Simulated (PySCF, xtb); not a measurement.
Br2, SMILES BrBr.

Harmonic wavenumbers (cm⁻¹) from GFN2-xTB run with xtb at its own minimum, in rising order: 269.

Question: What does B3LYP-D3(BJ)/def2-TZVP (PySCF) give at its own minimum? (An estimate is asked for; the answer gives what the named calculation found.)

Answer: 313. Paired by order, the mean absolute difference is 44 cm⁻¹ and the zero-point energies are 0.4 and 0.4 kcal/mol.
